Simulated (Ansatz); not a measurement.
The inner images of a band of F6Mo + H2 (9 atoms, charge 0, multiplicity 1) are given out of order.

All numbers below come from RKS PBE0/def2-SVP in Ansatz.

First end point:

```xyz
9
Properties=species:S:1:pos:R:3
Mo -0.251 -0.253 -0.225
F -0.165 -0.156 1.588
F 1.563 -0.249 -0.317
F -0.261 1.561 -0.327
F -2.066 -0.257 -0.137
F -0.242 -2.067 -0.128
F -0.341 -0.353 -2.037
H 2.169 2.236 1.787
H 1.813 1.852 2.339
```

Last end point:

```xyz
9
Properties=species:S:1:pos:R:3
Mo -0.006 0.271 -0.233
F 0.567 0.105 2.209
F 1.822 0.116 0.031
F -0.756 1.639 -1.214
F -1.562 0.446 0.697
F -0.132 -1.486 0.296
F 0.374 -0.292 -1.927
H 0.453 1.658 0.547
H 1.462 -0.144 2.138
```

Task: Put them in order from the first end to the last, with their energies above the first end.
A.
```xyz
9
Properties=species:S:1:pos:R:3
Mo 0.078 0.207 -0.263
F 0.630 -0.254 2.098
F 1.886 -0.036 -0.156
F -0.528 1.740 -1.098
F -1.453 0.453 0.707
F -0.206 -1.563 0.121
F 0.272 -0.251 -2.022
H 0.626 1.489 0.649
H 0.916 0.528 2.508
```
B.
```xyz
9
Properties=species:S:1:pos:R:3
Mo 0.076 -0.118 -0.099
F 0.511 -0.639 1.607
F 1.887 -0.088 -0.244
F 0.107 1.616 -0.687
F -1.490 0.465 0.616
F -0.652 -1.785 -0.129
F 0.024 -0.458 -1.888
H 0.840 1.944 1.435
H 0.918 1.377 1.933
```
C.
```xyz
9
Properties=species:S:1:pos:R:3
Mo 0.141 0.127 -0.075
F 0.549 -0.462 1.892
F 1.949 0.009 -0.120
F -0.016 1.798 -0.838
F -1.483 0.516 0.644
F -0.365 -1.618 0.028
F 0.109 -0.282 -1.851
H 0.648 1.478 1.135
H 0.689 0.747 1.729
```
D.
```xyz
9
Properties=species:S:1:pos:R:3
Mo -0.149 -0.323 -0.266
F 0.184 -0.310 1.520
F 1.612 -0.633 -0.588
F 0.153 1.467 -0.356
F -1.907 -0.004 0.064
F -0.456 -2.112 -0.193
F -0.485 -0.353 -2.051
H 1.645 2.560 1.938
H 1.626 2.022 2.476
```
E.
```xyz
9
Properties=species:S:1:pos:R:3
Mo 0.020 0.231 -0.261
F 0.536 -0.098 2.171
F 1.838 0.028 -0.062
F -0.661 1.699 -1.151
F -1.526 0.428 0.686
F -0.188 -1.540 0.170
F 0.316 -0.256 -1.997
H 0.522 1.554 0.606
H 1.362 0.267 2.382
```
F.
```xyz
9
Properties=species:S:1:pos:R:3
Mo -0.001 -0.235 -0.187
F 0.440 -0.394 1.570
F 1.766 -0.512 -0.503
F 0.296 1.542 -0.437
F -1.665 0.273 0.336
F -0.503 -1.981 -0.144
F -0.354 -0.366 -1.965
H 1.088 2.268 1.678
H 1.154 1.719 2.198
```
G.
```xyz
9
Properties=species:S:1:pos:R:3
Mo 0.116 0.182 -0.176
F 0.585 -0.332 2.041
F 1.926 -0.010 -0.101
F -0.247 1.810 -0.973
F -1.481 0.456 0.660
F -0.243 -1.597 0.082
F 0.216 -0.247 -1.947
H 0.602 1.450 0.869
H 0.746 0.601 2.089
```

Result: D (0.0 kJ/mol), F (+11.7 kJ/mol), B (+51.2 kJ/mol), C (+151.2 kJ/mol), G (+105.4 kJ/mol), A (+85.2 kJ/mol), E (+81.3 kJ/mol).

Run time: 5.6 min on 4 threads of Arm Neoverse V2, with other jobs on the host, peak memory 0.36 GiB.
